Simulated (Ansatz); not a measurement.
Consider the redistribution: `N[Si](O)(Cl)[SbH2]` + `C=N[SiH2]C` → `C[Si](N)(O)Cl` + `C=N[SiH2][SbH2]`.

Isolated molecules relaxed with PBE0-D4/def2-TZVP in Ansatz; ΔE leaves out vibrations. CCSD(T)/CBS is the MP2 limit (def2-TZVPP, def2-QZVPP) plus CCSD(T) − MP2 in def2-TZVPP, frozen cores. DFT in def2-TZVPP. def2 core potentials past Kr. For Sb outer-core shells are correlated without core-valence functions, which leaves a few kJ/mol of doubt a bond. Each species was taken in one conformer, which may not be the lowest.

| level | ΔE (kJ/mol) |
| --- | --- |
| B2PLYP | -15.1 |
| MP2/def2-TZVPP | -15.3 |
| SCS-MP2/def2-TZVPP | -14.3 |
| CCSD/CBS(def2) | -15.1 |

Problem. What does CCSD(T)/CBS give? (An estimate is asked.)

Solution. The calculation gave: -15.4 kJ/mol. The listed levels differ from it by 0.3, 0.1, 1.1, 0.3 kJ/mol.

Largest T1 diagnostic among the species: 0.014.
